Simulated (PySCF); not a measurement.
Compound: C₄H₁₂OSSi₂.
Atom-mapped SMILES: `[CH3:1][S:2][Si@@H:3]1[C@@H:4]([CH3:5])[C@@H:6]1[O:7][SiH3:8]`

Structure used (GFN2-xTB), in Å, numbered top down from 1:
```xyz
20
C4H12OSSi2 angstrom
C      1.9860    2.3243   -0.9602
S      1.5946    1.1382   -2.2957
Si     1.2256   -0.6401   -1.1860
C     -0.5597   -1.1215   -0.8018
C     -1.0233   -2.5502   -0.6681
C      0.1918   -0.5141    0.3952
O     -0.2264    0.7332    0.8426
Si    -1.5568    1.1489    1.6723
H      2.9517    2.0790   -0.5308
H      1.2058    2.2897   -0.2089
H      2.0222    3.3038   -1.4250
H      2.2696   -1.6417   -1.2647
H     -1.3373   -0.4609   -1.1757
H     -1.8731   -2.6151    0.0121
H     -0.2242   -3.1762   -0.2772
H     -1.3284   -2.9477   -1.6339
H      0.3648   -1.2061    1.2169
H     -1.5816    0.4810    2.9766
H     -2.7859    0.8035    0.9544
H     -1.3206    2.5827    1.7510
```

Definitions: NICS(0) = −σiso at the ring centroid; NICS(1) = −σiso and NICS(1)zz = −σzz at ±1 Å along the ring normal z. Level: GIAO PBE0/pcSseg-1 (PySCF, non-relativistic, gas phase) on the GFN2-xTB geometry, one conformer.

Ring bond lengths (Å), with Mayer bond orders in brackets: Si3–C4 1.889 (0.89), C4–C6 1.538 (0.85), C6–Si3 1.893 (0.90).

Problem. What do the NICS probes read (ppm)?

Solution. 
```tsv
ring	type	NICS(0)	NICS(1), two faces	NICS(1)zz, two faces	rms pucker (Å)	centre to ring atoms, mean (Å)
Si3–C4–C6	3-membered ring with Si; formal bonds all single	-23.7	-5.2 / -8.9	-8.9 / -18.1	0.00	1.02
```

Problem. What do they say, and how far can they be read as aromaticity?

Solution. 
- Si3–C4–C6: mean NICS(1)zz -13.5 ppm, shielded. Si3, C4, C6 have four or more neighbours; no verdict on aromaticity is drawn. The two faces differ by 9.2 ppm, so no symmetry operation interchanges them. NICS(0) lies 17 ppm below the mean NICS(1).

Problem. How shielded are the nuclei of the rings and their hydrogens (means over atoms taken as equivalent)?

Solution. 
```csv
atoms,environment,σ isotropic (ppm)
Si3,SiH silicon,432.8
C4,sp3 carbon bound to silicon,161.9
C6,sp3 carbon bound to oxygen,119.8
H12,Si–H hydrogen,27.79
H13,methine hydrogen,30.31
H17,methine hydrogen,28.11
```
